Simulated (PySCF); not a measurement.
# Electron correlation in Cl²⁺ (chlorine, charge +2)

[Ne] 3s2 3p3, high-spin 4S determinant. Computed with PySCF 2.14 in dyall-acv3z (19s12p6d4f, 113 functions), with the non-relativistic Hamiltonian (point nucleus). Frozen: [Ne]; 5 electrons correlated; the 31 highest virtual orbitals of each spin left out.

| level | correlation energy (mhartree) |
| --- | --- |
| CCSD | -120.18 |
| (T) | -3.66 |
| CCSD(T) | -123.84 |

Diagnostics: T1 = 0.0034, D1 = 0.0088, largest double amplitude 0.054.

Cost of the coupled-cluster step: about 8 core-seconds, for 5 correlated electrons.
